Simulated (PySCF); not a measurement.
C5H9Cl. Atoms are numbered in the order given.

```xyz
15

C      1.4726     0.2698    -1.0408
C      0.4157    -0.5293    -0.3036
C      0.0024     0.0339     1.0337
Cl    -0.8575     1.6282     0.8711
C     -0.6472    -1.2496    -1.1041
C      0.4311    -2.0459    -0.4072
H      1.7160    -0.1915    -2.0181
H      1.1122     1.3022    -1.2252
H      2.4108     0.3342    -0.4502
H     -0.6960    -0.6427     1.5623
H      0.8793     0.2205     1.6852
H     -1.6689    -1.2791    -0.6937
H     -0.6050    -1.1596    -2.2007
H      0.1535    -2.6361     0.4809
H      1.2279    -2.5006    -1.0168
```

The structure is a stationary point at PBE-D3(BJ)/def2-SVP. The values are those of a single conformer.

All values below come from PySCF with PBE-D3(BJ)/def2-SVP.

Frequencies are harmonic and unscaled.

Computed harmonic wavenumbers and intensities:
```
mode  ν (cm⁻¹)  IR (km/mol)  moving atoms (share of kinetic energy)
----  --------  -----------  --------------------------------------
1           96          1.2                 C 53 %, H 25 %, Cl 23 %
2          186          2.3                 C 43 %, Cl 34 %, H 23 %
3          222          0.1                                  H 91 %
4          308          0.8                 C 45 %, H 42 %, Cl 13 %
5          343          0.4                          C 54 %, H 43 %
6          359          1.1                          C 57 %, H 43 %
7          433          3.3                 C 57 %, H 27 %, Cl 16 %
8          700         31.3                 C 72 %, H 17 %, Cl 10 %
9          724         13.2                          C 71 %, H 22 %
10         755          1.5                                  H 97 %
11         854          2.2                          C 59 %, H 41 %
12         863          1.2                          H 75 %, C 25 %
13         903         10.7                          H 64 %, C 36 %
14         930          3.1                          H 64 %, C 36 %
15         943         23.5                          C 51 %, H 49 %
16         992          7.8                          H 81 %, C 19 %
17        1020          0.5                          H 67 %, C 33 %
18        1035          0.7                          C 54 %, H 45 %
19        1070          5.4                          H 56 %, C 44 %
20        1128          0.0                          H 75 %, C 25 %
21        1135          0.6                          H 77 %, C 23 %
22        1228         23.5                          H 83 %, C 17 %
23        1298          4.4                          C 57 %, H 43 %
24        1317          3.4                          H 59 %, C 41 %
25        1358          6.1                          H 55 %, C 45 %
26        1385          6.9                                  H 92 %
27        1399          2.7                                  H 92 %
28        1413          7.9                                  H 93 %
29        1425          6.6                           H 92 %, C 8 %
30        1451          1.8                          H 53 %, C 47 %
31        2965         25.9                                  H 97 %
32        3003         18.4                                  H 95 %
33        3051         14.5                           H 91 %, C 9 %
34        3057         11.7                                  H 95 %
35        3063          4.1                                  H 95 %
36        3070         11.2                           H 91 %, C 9 %
37        3073         12.2                          H 90 %, C 10 %
38        3147          0.9                          H 89 %, C 11 %
39        3158          8.4                          H 89 %, C 11 %
```
